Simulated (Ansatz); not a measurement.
System: C$_{5}$H$_{11}$S, net charge 0, doublet state. It need not be the lowest isomer of its formula. 
Coordinates optimised at B3LYP-D3(BJ)/def2-TZVP (Ansatz, a first-principles code):
```
C
H 1 1.0960
H 1 1.0960 2 106.04
C 1 1.5269 2 109.23 3 -117.59
H 4 1.0947 1 109.12 2 -64.46
H 4 1.0947 5 106.10 1 117.45
C 4 1.5258 5 109.61 6 118.27
H 7 1.0914 4 111.47 5 -58.03
H 7 1.0927 8 107.74 4 122.11
H 7 1.0927 8 107.74 9 115.78
C 1 1.5273 2 109.45 3 117.96
H 11 1.0933 1 109.90 2 -179.61
H 11 1.0933 12 106.26 1 118.85
C 11 1.5236 12 109.04 13 117.39
H 14 1.0961 11 111.25 12 63.80
H 14 1.0961 15 105.06 11 -120.49
S 14 1.8015 15 106.38 16 -112.55
```
Charge 0, spin multiplicity 2.

Basis-set convergence of Hartree-Fock and CCSD(T) correlation energies (hartree) with Ansatz. Cores are frozen in the correlated levels unless marked. Open shells are spin-unrestricted. Spin-orbit coupling is left out. No relativistic terms.

```csv
basis,functions,E(HF),"E(corr, CCSD(T))"
cc-pV(D+d)Z,148,-593.27709,-0.94218
cc-pV(T+d)Z,343,?,?
```

Complete the blanks.


- cc-pV(T+d)Z, E(HF): -593.34586
- cc-pV(T+d)Z, E(corr, CCSD(T)): -1.14250
